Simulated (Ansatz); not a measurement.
`[SiH3][SiH]1C[SiH2]O1` → `C1[SiH2]O[SiH2]1` + `[SiH2]` at 600 K and 1 bar (silylene loss).

Program: Ansatz. Geometries: PBE0-D4/def2-TZVP. ΔE: electronic, gas phase. CCSD(T)/CBS is the MP2 limit (def2-TZVPP, def2-QZVPP) plus CCSD(T) − MP2 in def2-TZVPP, frozen cores. This one scheme is used for every species.

```
                species  CCSD(T)/CBS energy (Eh)  H − E (kJ/mol)  S (J/(mol·K))
`[SiH3][SiH]1C[SiH2]O1`               -985.34951           292.7          486.4
     `C1[SiH2]O[SiH2]1`               -695.07077           227.0          383.4
               `[SiH2]`               -290.19011            52.1          233.9
```

H − E and S are ideal-gas, rigid-rotor, harmonic terms from PBE0-D4/def2-TZVP, for one conformer and one mirror image of each species. 1 Eh = 2625.50 kJ/mol, R = 8.31446 J/(mol·K).

Q: By hand: ΔE, ΔH, ΔS and ΔG.

A: ΔE = (-695.07077) + (-290.19011) − (-985.34951) = 0.08863 Eh = 232.7 kJ/mol. Δ(H − E) = 227.0 + 52.1 − 292.7 = -13.6, so ΔH = 219.1 kJ/mol. ΔS = 383.4 + 233.9 − 486.4 = 130.9 J/(mol·K). ΔG = 219.1 − 600 × (130.9)/1000 = 140.6 kJ/mol.

Q: By hand: the equilibrium constant, and the temperature at which ΔG would vanish if ΔH and ΔS stayed fixed.

A: log₁₀ K = −ΔG/(RT ln 10) = -12.2. ΔG = 0 at ΔH/ΔS = 1674 K.

The number of gas molecules changes by +1, which sets the sign of ΔS. A doubt of 5 kJ/mol in ΔE shifts log₁₀ K by 0.4 here. Other conformers and mirror images would add mixing entropy, several J/(mol·K) or more a flexible species. These are equilibria of isolated gas molecules and say nothing of rates. Largest T1 diagnostic: 0.014 (customary marks: 0.02 for closed shells, 0.045 for open ones).
